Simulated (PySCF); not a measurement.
PBE0 on Si⁸⁺ (silicon, charge +8)

Configuration: [He] 2s2 2p2, high-spin 3P determinant. Calculation: PySCF 2.14, in an uncontracted even-tempered set (18 s from 0.72 bohr⁻², ratio 2.2; 11 p from 0.94 bohr⁻², ratio 2.2; 6 d from 5.3 bohr⁻², ratio 2.4; 5 f from 8 bohr⁻², ratio 2.4; 5 g from 12 bohr⁻², ratio 2.4); the non-relativistic Hamiltonian (point nucleus).

```json
{
  "Total energy": "-251.5504 hartree",
  "One-electron energy": "-290.7859 hartree",
  "Hartree (Coulomb) energy": "53.3760 hartree",
  "Exchange-correlation energy": "-14.1405 hartree",
  "Kinetic energy": "251.38871 hartree",
  "⟨S²⟩": "2.0005",
  "⟨L²⟩": "2.001",
  "Sum of ⟨r⟩": "2.127 bohr",
  "Sum of ⟨r²⟩": "1.120 bohr²",
  "Traceless quadrupole moment −½Σ⟨3z² − r²⟩ along its main axis": "0.0950 e·bohr²",
  "Density at the nucleus (Gaussians lack the cusp)": "1780 bohr⁻³",
  "Spin density at the nucleus": "-0.260 bohr⁻³",
  "Time after the integrals": "about 5 core-seconds"
}
```

| shell | electrons | mean orbital energy (hartree) | rms radius, mean of both spins (bohr) |
| --- | --- | --- | --- |
| 1s α | 1 | -76.85418 | 0.129 |
| 1s β | 1 | -76.65327 | 0.129 |
| 2s α | 1 | -13.53658 | 0.549 |
| 2s β | 1 | -13.09550 | 0.549 |
| 2p α | 2 | -12.28312 | 0.492 |
